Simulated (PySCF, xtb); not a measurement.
Zr(F)3(OH) (F3HOZr), SMILES [F][Zr]([F])([OH])[F], multiplicity 1.

GFN2-xTB run with xtb at its own geometry gives an orbital gap of 5.42 eV and a dipole moment of 3.65 D.

Geometry: B3LYP-D3(BJ)/def2-SVP. The multiplicity is an assumed one; other spin states were not compared. The def2 effective core potentials stand for the cores of Zr; spin–orbit coupling is left out. One conformer was computed; it need not be the lowest.

**Question.** What does PBE/def2-TZVP run with PySCF give? (An estimate is asked for; the answer gives what the named calculation found.)

**Answer.** gap 6.82 eV (levels -8.49 and -1.67 eV), dipole 2.66 D.
